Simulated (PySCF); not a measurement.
# Radial density of Ru²⁺ (ruthenium, charge +2)

UHF, [Kr] 4d6, high-spin 5D determinant. All numbers are calculated (PySCF 2.14, a scalar-relativistic core potential, in aug-cc-pVDZ-PP with ECP28MDF (5s5p4d2f, 54 functions)). This is the valence pseudo-density: the core potential removes the inner electrons and smooths the orbitals near the nucleus.

| r (bohr) | 4πr²ρ (e/bohr) | 4πr²(ρα − ρβ) |
| --- | --- | --- |
| 0.0213 | 1.074e-05 | 0.0000 |
| 0.0359 | 2.799e-05 | 0.0000 |
| 0.0603 | 7.205e-05 | 0.0000 |
| 0.102 | 0.0002895 | 0.0000 |
| 0.171 | 0.002948 | 0.0007 |
| 0.287 | 0.05976 | 0.0150 |
| 0.483 | 1.566 | 0.2721 |
| 0.812 | 11.57 | 2.0068 |
| 1.37 | 9.517 | 2.8906 |
| 2.30 | 1.531 | 0.8097 |
| 3.87 | 0.06205 | 0.0325 |
| 6.50 | 6.397e-05 | 0.0000 |

Energies and moments cover only the electrons outside the core potential.
